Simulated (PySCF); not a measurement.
Compound: CH₆GeO.
Numbering: `[CH3:1][O:2][GeH3:3]` (hydrogens: H4, H5, H6 on C1; H7, H8, H9 on Ge3)

Geometry (PBE0-D3(BJ)/def2-SVP, Å), atoms numbered from 1 in this order:
```
atom  x, y, z in Å
C1     1.381   -0.222    0.053
O2     0.230   -0.338   -0.731
Ge3   -1.343    0.174   -0.068
H4     2.235   -0.625   -0.514
H5     1.618    0.829    0.311
H6     1.313   -0.791    1.002
H7    -1.634   -0.638    1.212
H8    -2.353   -0.128   -1.178
H9    -1.287    1.681    0.264
```

Level of theory: PySCF, TDDFT wB97X-D/def2-SVPD, vertical, gas phase, core orbitals frozen in the response. Relativistic effects, spin–orbit coupling among them, are left out although an element past zinc is present.

Kohn–Sham orbitals with the atoms that hold most of them (Löwdin shares over 4%, at most four atoms; ? is withheld):

```tsv
orbital	ε (eV)	atoms
HOMO-3	-11.84	Ge3 36%, H9 22%, H7 20%, C1 8%
HOMO-2	-11.69	Ge3 37%, H8 32%, H7 8%, C1 7%
HOMO-1	-10.48	O2 54%, C1 15%, Ge3 10%, H4 8%
HOMO	?	?
LUMO	1.82	Ge3 43%, O2 13%, H9 12%, H7 12%
LUMO+1	1.84	Ge3 57%, H8 10%, H9 9%, H7 9%
LUMO+2	2.93	Ge3 31%, C1 16%, H4 10%, H9 9%
```

Question: Which atoms hold the HOMO, and with what shares?

Answer: O2 (bonded to C and Ge) 59%; C1 (bonded to O and 3 H) 13%; Ge3 (bonded to O and 3 H) 8%; H5 (bonded to C) 6%.

Question: What is the HOMO energy, and the HOMO–LUMO gap?

Answer: ε(HOMO) = -9.70 eV; the gap is 11.52 eV (0.4235 hartree).

Question: How does S1 compare with the orbital gap of 11.52 eV?

Answer: S1 is at 6.72 eV (f = 0.0000), 4.80 eV below the gap, made of HOMO→LUMO (79%), HOMO→LUMO+1 (15%). Without the coupling terms of the response equations the lowest excitation would equal the gap.

Next come S2 at 7.55 eV (f 0.057), HOMO→LUMO+1 (80%), HOMO→LUMO (12%); S3 at 7.66 eV (f 0.032), HOMO-1→LUMO (71%), HOMO-1→LUMO+1 (20%); S4 at 8.13 eV (f 0.0050), HOMO→LUMO+2 (78%), HOMO→LUMO+3 (17%); S5 at 8.40 eV (f 0.047), HOMO-1→LUMO+1 (62%), HOMO→LUMO+4 (16%), HOMO-1→LUMO (9%).

Löwdin shares depend on the basis, the more so with diffuse functions.
